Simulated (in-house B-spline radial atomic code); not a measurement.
Results of a calculation; reference values are marked as such.
Ge in an electron gas of r_s = 1.65: phase shifts, screening and friction

A nucleus sits in a uniform electron gas with a rigid positive background. The Kohn-Sham equations are solved self-consistently in the spin-unpolarised LDA (PW92), non-relativistic, on B-splines with outgoing waves at the boundary and partial waves to l = 8. The model has no lattice, no bands and no magnetic solution. Atomic units; δ_l are the phase shifts at the Fermi level, counted so that each bound state adds π, and good to about 0.0005.

The density parameter is r_s = 1.65 bohr.

| l | δ_l (rad) |
| --- | --- |
| 0 | 9.7918 |
| 1 | 7.2286 |
| 2 | 3.5130 |
| 3 | 0.1252 |
| 4 | 0.0272 |
| 5 | 0.0066 |
| 6 | 0.0017 |
| 7 | 0.0005 |
| 8 | 0.0002 |

Bound levels below the band bottom (hartree): p -43.12, s -5.427, p -3.661, d -0.5911, s -0.07018 and deeper ones.

(1) Check the Friedel sum rule, and say where the screening charge sits.

(2) Find the transport cross section and the electronic stopping of a 1 keV Ge ion (mass 72.63 u).

## Answers

(1) k_F = (9π/4)^(1/3)/r_s = 1.16313. The rule is Z = (2/π) Σ (2l + 1) δ_l. The terms are s 6.234, p 13.806, d 11.182, f 0.558 and 0.223 beyond, in all 32.002 against Z = 32. Bound states hold 8 s, 12 p, 10 d electrons, so the scattering states carry 2.00 in all; where a term is smaller than its bound count, the bound level has drawn weight out of the band.

(2) σ_tr = (4π/k_F²) Σ (l + 1) sin²(δ_l − δ_(l+1)). The terms for l = 0 to 3 are 0.2989, 0.5897, 0.1782, 0.0383, all together 1.1073, so σ_tr = 9.289 × 1.1073 = 10.286 bohr². With n = 3/(4π r_s³) = 0.05314, the friction coefficient is Q = n k_F σ_tr = 0.6358. For v well below v_F = 1.163, dE/dx = Q v; with 24801 eV per u at v = 1, v = √(1000/(24801 × 72.63)) = 0.0236, so dE/dx = 0.01498 hartree/bohr = 7.7 eV/nm. The largest term couples the p and d waves.
